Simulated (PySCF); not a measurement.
# NMR data sheet: C5H15ClSi2

* Formula: C5H15ClSi2
* SMILES: C[Si](C)(C)[Si](C)(C)Cl
* Point group of the computed structure: Cs
* Degrees of unsaturation: 0
* Carbon signals: 2
* Proton signals: 2

Molfile (atoms numbered from 1):
```
C5H15ClSi2
     RDKit          3D

 23 22  0  0  0  0  0  0  0  0999 V2000
   -1.5797    1.4772   -1.3190 C   0  0  0  0  0  0  0  0  0  0  0  0
   -0.9642    0.1361   -0.1027 Si  0  0  0  0  0  4  0  0  0  0  0  0
   -1.1654    0.8102    1.6764 C   0  0  0  0  0  0  0  0  0  0  0  0
   -2.0941   -1.3954   -0.2890 C   0  0  0  0  0  0  0  0  0  0  0  0
    1.2890   -0.3995   -0.4743 Si  0  0  0  0  0  4  0  0  0  0  0  0
    2.4471    1.1118   -0.3109 C   0  0  0  0  0  0  0  0  0  0  0  0
    1.9368   -1.7481    0.7150 C   0  0  0  0  0  0  0  0  0  0  0  0
    1.5894   -1.1352   -2.3728 Cl  0  0  0  0  0  0  0  0  0  0  0  0
   -1.4840    1.1437   -2.3480 H   0  0  0  0  0  0  0  0  0  0  0  0
   -2.6246    1.7233   -1.1506 H   0  0  0  0  0  0  0  0  0  0  0  0
   -1.0082    2.3955   -1.2195 H   0  0  0  0  0  0  0  0  0  0  0  0
   -0.8594    0.0769    2.4164 H   0  0  0  0  0  0  0  0  0  0  0  0
   -2.1984    1.0714    1.8862 H   0  0  0  0  0  0  0  0  0  0  0  0
   -0.5673    1.7028    1.8336 H   0  0  0  0  0  0  0  0  0  0  0  0
   -3.1384   -1.1467   -0.1205 H   0  0  0  0  0  0  0  0  0  0  0  0
   -2.0145   -1.8193   -1.2857 H   0  0  0  0  0  0  0  0  0  0  0  0
   -1.8265   -2.1743    0.4190 H   0  0  0  0  0  0  0  0  0  0  0  0
    2.3876    1.5402    0.6849 H   0  0  0  0  0  0  0  0  0  0  0  0
    2.1797    1.8902   -1.0197 H   0  0  0  0  0  0  0  0  0  0  0  0
    3.4849    0.8460   -0.4951 H   0  0  0  0  0  0  0  0  0  0  0  0
    2.9794   -1.9885    0.5226 H   0  0  0  0  0  0  0  0  0  0  0  0
    1.8594   -1.4240    1.7483 H   0  0  0  0  0  0  0  0  0  0  0  0
    1.3669   -2.6674    0.6156 H   0  0  0  0  0  0  0  0  0  0  0  0
  1  2  1  0
  2  3  1  0
  2  4  1  0
  2  5  1  0
  5  6  1  0
  5  7  1  0
  5  8  1  0
  1  9  1  0
  1 10  1  0
  1 11  1  0
  3 12  1  0
  3 13  1  0
  3 14  1  0
  4 15  1  0
  4 16  1  0
  4 17  1  0
  6 18  1  0
  6 19  1  0
  6 20  1  0
  7 21  1  0
  7 22  1  0
  7 23  1  0
M  END
```

PySCF 2.14 calculation with geometry: GFN2-xTB and shielding tensors at PBE0/pcSseg-1 (GIAO); no solvent, no relativistic terms, one averaged value for each set of equivalent atoms, one conformer.

Chemical shifts δ = σref − σ; TMS for ¹H (σref 31.72) and ¹³C (σref 186.93) and ²⁹Si (σref 349.16), all at this level.

| carbon | δC, type | δH (multiplicity) | HMBC from (2–3 bonds) | span of the C tensor (ppm) |
| --- | --- | --- | --- | --- |
| C1/C3/C4 | -2.2, CH3 | 0.11 (s) | H9/H10/H11/H12/H13/H14/H15/H16/H17 | 8 |
| C6/C7 | 4.7, CH3 | 0.36 (s) | H18/H19/H20/H21/H22/H23 | 21 |

Other nuclei:
```
atoms  nucleus                    environment  δ (ppm)  σ (ppm)
  Si5     ²⁹Si  silicon bonded to 2 C, Cl, Si     22.5    326.7
  Si2     ²⁹Si      silicon bonded to 3 C, Si    -20.1    369.2
```

1. Carbon types of the structure: 5 × CH3, which accounts for all hydrogens.
2. δC 4.7, -2.2: methyl carbon bonded to Si; an electropositive neighbour leaves it electron-rich and shielded.
3. δH 0.36, 0.11: hydrogen on a methyl carbon bonded to Si; an electropositive neighbour shields it, as in TMS itself.

Shifts are as computed. Against solution values, carbons near 30 ppm lie about +3 ppm off and those near 130 ppm about +5 ppm. Of 1211 compounds with measured shifts, 218 miss one by over three times the rms of a fit or turn the order of signals round; such compounds aren't used in these exercises. No couplings were computed; multiplicities are counted from neighbouring protons, with m where these are inequivalent, close in shift, in a saturated or five-membered ring or joined by F or P, and br s for small geminal =CH2 splittings.
